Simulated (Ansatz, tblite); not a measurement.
Forces on Pb5⁺ at its r2SCAN-D4/def2-SVP geometry. Charge 1, multiplicity 2.

In the def2 sets Pb takes a core potential; there is no spin–orbit coupling. The xTB rows come from tblite. The structure comes from a short search, and lower isomers may exist.

GFN1-xTB (tblite), largest force 0.36 eV/Å:

```xyz
5
positions Å, forces eV/Å
Pb    0.954   -0.192    2.316   -0.188    0.219   -0.177
Pb    0.186   -1.340   -0.957    0.284    0.217    0.009
Pb    2.409    0.600   -0.375   -0.202   -0.266   -0.050
Pb   -0.966    1.246    0.503    0.181   -0.161    0.260
Pb   -2.583   -0.314   -1.486   -0.075   -0.008   -0.043
```

GFN2-xTB (tblite), largest force 0.75 eV/Å:

```
Pb -0.375 0.423 -0.156
Pb 0.194 0.720 0.037
Pb -0.238 -0.496 -0.200
Pb 0.252 -0.669 0.222
Pb 0.167 0.022 0.096
```

PBE-D4/def2-TZVP (Ansatz), largest force 0.05 eV/Å:

```
Pb 0.009 -0.012 0.050
Pb 0.010 -0.043 -0.022
Pb 0.047 0.018 -0.020
Pb -0.025 0.041 0.014
Pb -0.041 -0.004 -0.023
```
